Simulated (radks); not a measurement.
The numbers below are computed, except where a source is named.
Task: The mean radii <r> (bohr) of the occupied orbitals of an atom or ion are listed with their occupations. Code: a radial shooting solver on a logarithmic mesh with Libxc functionals. Model: scalar-relativistic Kohn-Sham, PBEsol, spin-unpolarised, spherical densities, point nucleus.

| orbital | occ. | <r> |
|---|---|---|
| 1s | 2 | 0.08022 |
| 5s | 1 | 2.152 |

Name the element and its charge.

Result: Z = 19, potassium, charge +16: K16+ in [He] 5s1. The 1s radius gives Z: for a bare nucleus <r> = (2 gamma + 1)/(2Z) with gamma = sqrt(1 - (Z/c)^2), 0.07844 bohr for Z = 19, and screening makes it slightly larger (0.08022 here). The occupations add up to 3, and the charge is Z minus that.
